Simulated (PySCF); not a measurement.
Breaking a bond: CH₃I, SMILES CI. The C1–I5 bond (C1 also carries H, H, H; I5 carries nothing else) is varied alone, starting from the PBE0/def2-TZVP, def2 effective core potentials past Kr optimised geometry.

Level of theory: unrestricted PBE0/def2-SVP, def2 effective core potentials past Kr run with PySCF.

Relative to R = 2.13 Å, what are the energies at R = 1.91, 2.66, 4.71, 5.80 Å?

57.1 kJ/mol at 1.91 Å, 101.3 kJ/mol at 2.66 Å, 283.3 kJ/mol at 4.71 Å, 285.8 kJ/mol at 5.80 Å.

The unrestricted determinant behind UKS-PBE0 is spin-contaminated at 3.16 to 7.48 Å (<S²> up to 1.0, against 0.00 for a pure singlet).
